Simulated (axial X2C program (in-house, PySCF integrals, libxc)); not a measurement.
## What spin–orbit coupling does to AlTa

Calculated with an in-house relativistic program for diatomic molecules. Spin-free means the one-electron spin-free X2C Hamiltonian; two-component (2c) means X2C with spin–orbit coupling and atomic mean-field two-electron Coulomb and Gaunt terms, so the difference of the two also holds small scalar two-electron terms. Basis: Ta dyall-cv3z [13s14p9d7f4g], Al dyall-v3z [8s8p2d1f] (cores contracted in-house); Gaussian nuclei, density fitting, unrestricted open shells. Masses: Ta 180.948 u, Al 26.982 u.

Spin-free state: M_S = 2, Λ = 2 (beyond evenly filled blocks: σα, π+α, π-α, δ+α); fragments Ta + Al.

```tsv
level	Re (Å)	ωe (cm⁻¹)	De (eV)	μ (D)
PBE0	2.618	286.7	2.087	-0.68
BHandHLYP	2.622	280.4	1.428	-0.49
```

Dipoles are positive if Al is the positive end.

Two-component determinant lowest at the distance of the search:

Ω = 4 (⟨Sz⟩ = 1.97, ⟨Lz⟩ = 2.03 at PBE0); fragments Ta + Al.

| level | Re (Å) | ωe (cm⁻¹) | μ (D) |
| --- | --- | --- | --- |
| PBE0 | 2.618 | 285.6 | -0.65 |
| BHandHLYP | 2.623 | 278.0 | -0.45 |

(1) From the two tables, how do the constants change at the PBE0 level (2c against spin-free)?

De is counted from the lowest determinant-based energies of the atoms at the same level, without counterpoise correction. De is not given where an atomic determinant may have missed its ground term or J level, or where the truncated virtual space spoils (T). Density functionals use the spin component along the axis (collinear). Without a current term, density functionals place determinants with orbital angular momentum somewhat too high. The state is one determinant with fixed occupations, lowest in a PBE0 search at one distance only: followed along the bond, the 2c determinant Ω = 3 reaches 0.03 eV lower at PBE0, at Re = 2.525 Å, so the state shown is not the lowest. With several unpaired electrons one determinant need not be a pure state. A state of lower Ω lies just above, and one determinant can place such states too high, so the state shown need not be the lowest. The search has Ω = 3 only 0.01 eV up. Open-shell Ω = 0 determinants with evenly filled partner blocks cannot be reached by this program, so the Ω shown need not be the lowest component.

Results:

(1) At the PBE0 level Re is unchanged within 0.001 Å and ωe drops by 1.1 cm⁻¹.
